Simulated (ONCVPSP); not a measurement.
**Transferability test, ONCV potential for thallium (Tl)**

```json
{"Element": "thallium (Tl)", "Generator": "ONCVPSP 4.0.1", "Type": "optimised norm-conserving Vanderbilt (ONCV)", "Functional": "PBE", "Relativity": "scalar-relativistic", "Frozen core": "[Xe] 4f14 5d10", "Valence charge": "3", "Reference configuration": "6s1 6p2", "Partial waves": "6s: rc 1.90 bohr, ncon 4, nbas 7, qcut 2.9 1/bohr, 2 projectors, debl 3.6 Ha; 6p: rc 3.12 bohr, ncon 5, nbas 9, qcut 2.5 1/bohr, 2 projectors, debl 1.8 Ha; d scattering state at 0.11 Ha: rc 2.95 bohr, ncon 4, nbas 7, qcut 3.6 1/bohr, 3 projectors, debl 3.5 Ha", "Local potential": "polynomial inside 1.75 bohr (lpopt 2, dvloc0 2 Ha)", "Core correction": "Teter function, fcfact 2.25, rcfact 1.75"}
```

Energies are relative to the spin-unpolarised reference configuration 6s1 6p2; without spin polarisation the order of configurations can differ from experiment.

| valence configuration | charge | ΔE all-electron (eV) | error AE − PS (meV) |
| --- | --- | --- | --- |
| 6s2 6p1 | 0 | -7.403 | -13 |
| 6s2 6p0 | +1 | -2.236 | -87 |

(1) What are ΔE and the potential's error for 6s1 6p1?

(2) What are ΔE and the potential's error for 6s1 6p0?

Levels in the configuration 6s1 6p0:

| level | all-electron (eV) | pseudo (eV) |
| --- | --- | --- |
| 6s | -25.373 | -25.835 |

Note: no bound ghost flagged; GHOST(+) flagged for s at 119.5 eV.

## Answers

(1) ΔE = 6.042 eV all-electron; the error (AE − PS) is -87 meV.

(2) ΔE = 18.545 eV all-electron; the error (AE − PS) is -405 meV.
